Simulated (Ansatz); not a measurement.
Geometry optimisation, RKS LDA/def2-SVP (Ansatz 0.2.0).

The input (input.yaml):

```yaml
crystal:
  periodic: [false, false, false]
  atoms:
    - { symbol: Ge, position_ang: [-0.10267, 0.695996, -0.403821] }
    - { symbol: Cl, position_ang: [0.96368, -0.847389, 2.459641] }
    - { symbol: O, position_ang: [1.25244, -0.377188, -0.597716] }
    - { symbol: H, position_ang: [1.498617, -0.752231, 0.280707] }
    - { symbol: Cl, position_ang: [-0.562379, 1.38304, -2.356041] }
    - { symbol: H, position_ang: [-1.346125, 0.111958, 0.283272] }
    - { symbol: Br, position_ang: [0.556917, 2.597286, 0.865796] }
    - { symbol: H, position_ang: [1.205721, 0.474228, 2.474062] }
basis:
  gaussian: { orbitals: def2-SVP }
hamiltonian:
  xc: lda
relax:
  f_tol: 0.03
  max_steps: 50
```

Launched with:

```bash
$ ansatz run input.yaml --threads 4 --pin off --max-ram 5120MiB --backend cpu --events-out ev --progress --plain --runs-dir out
```

**Question.** Where does it end, and by what steps?

**Answer.** It converged. After 9 steps the energy has fallen by 0.128 eV; Cl2 moved furthest, 0.45 Å.

```
step  energy less start (eV)  largest force component (eV/Å)  accepted
   0                  0.0000                           0.743       yes
   1                 -0.0863                           0.454       yes
   2                 -0.1034                           0.453       yes
   3                 -0.1104                           0.163       yes
   4                 -0.1216                           0.102       yes
   5                 -0.1252                           0.071       yes
   6                 -0.1262                           0.112       yes
   7                 -0.1277                           0.054       yes
   8                 -0.1281                           0.034       yes
   9                 -0.1282                           0.022       yes
```

```xyz
8
Properties=species:S:1:pos:R:3
Ge -0.173 0.651 -0.410
Cl 1.380 -0.676 2.523
O 1.125 -0.499 -0.534
H 1.391 -0.807 0.374
Cl -0.360 1.532 -2.328
H -1.530 0.120 0.081
Br 0.464 2.347 1.069
H 1.170 0.616 2.232
```

Whether the end is a true minimum wasn't checked by a vibrational analysis.

Run time: 9.6 s on 4 threads of Arm Neoverse V2, on a shared host, peak memory 0.21 GiB.
